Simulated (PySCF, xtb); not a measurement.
Zn(Me) (CH₃Zn), SMILES [Zn+][CH3], charge +1.

GFN2-xTB (xtb) at its own geometry gives an orbital gap of 4.01 eV.

The structure is a stationary point at B3LYP-D3(BJ)/def2-TZVP. The multiplicity is an assumed one; other spin states were not compared. The isomer is the one that the SMILES or the coordinates give; other isomers of the formula were not compared.

### Question
What does PBE/def2-TZVPD (PySCF) give? (An estimate is asked for; the answer gives what the named calculation found.)

### Answer
gap 3.65 eV (levels -13.91 and -10.27 eV).
